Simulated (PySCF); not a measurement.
# Si2H7NO3

The system: Si2H7NO3, a small molecule; neutral, singlet. The structure, one conformer, was relaxed in the gas phase by PBE0-D3(BJ)/def2-SVP. No frequency run checks that it is a minimum.

SMILES: O[Si](O)(O)N[SiH3]

```xyz
13

O     0.478   -2.245    0.383
Si   -0.421   -0.860    0.382
O    -1.994   -1.349    0.325
O     0.038   -0.040    1.748
N    -0.189    0.227   -0.927
Si    0.770    1.679   -0.884
H     1.382   -2.164    0.698
H    -2.160   -2.205    0.730
H    -0.425    0.783    1.932
H    -0.662    0.011   -1.800
H     0.754    2.275   -2.252
H     0.228    2.689    0.081
H     2.185    1.408   -0.485
```
(Å; atoms numbered from 1)

Shieldings: GIAO PBE0/pcSseg-1. Shifts are against computed references at the same level: H TMS (σ 31.27 ppm), Si TMS (σ 352.0 ppm). Core levels by delta-SCF with SCAN, pcX-2 on the ionised atom and pcseg-1 elsewhere, spin-free X2C (2p3/2 is the spin-free 2p value less a third of a first-order spin-orbit splitting); from the vacuum level, for chosen atoms.

(1) Give the NMR and core-level values of the distinct atoms.

(2) By CAM-B3LYP/def2-SVPD (TDDFT singlets, Tamm-Dancoff triplets, ionisation by delta-SCF), where does absorption start, and what does vertical ionisation take?

Answers

(1) 
```tsv
atoms	bonded to	σ (ppm)	δ (ppm)	core level (eV)
O1	1 Si + 1 H	284.0	-	1s 538.71
Si2	1 N + 3 O	407.6	-55.6	2p3/2 108.24
O3	1 Si + 1 H	282.2	-	1s 538.75
O4	1 Si + 1 H	278.0	-	1s 538.74
N5	2 Si + 1 H	250.4	-	1s 404.37
Si6	1 N + 3 H	407.0	-55.0	-
H7	1 O	29.41	1.85	-
H8	1 O	29.43	1.83	-
H9	1 O	29.50	1.77	-
H10	1 N	30.91	0.36	-
H11 H12 H13	1 Si	26.72	4.55	-
```

Values are those of this one static structure, with the three H of a rotating XH3 group averaged; atoms that internal rotation interchanges would show their mean in an NMR spectrum.

(2) The lowest singlet lies at 6.53 eV (f 0.006), the strongest of the first 6 at 8.05 eV (f 0.033), the lowest triplet at 6.25 eV; vertical ionisation takes 9.98 eV.

The 3 runs behind this took 100 s in all, one thread each of Intel Xeon Platinum 8488C on a shared host, launched as `OMP_NUM_THREADS=1 python cluster_run.py task.json out`.
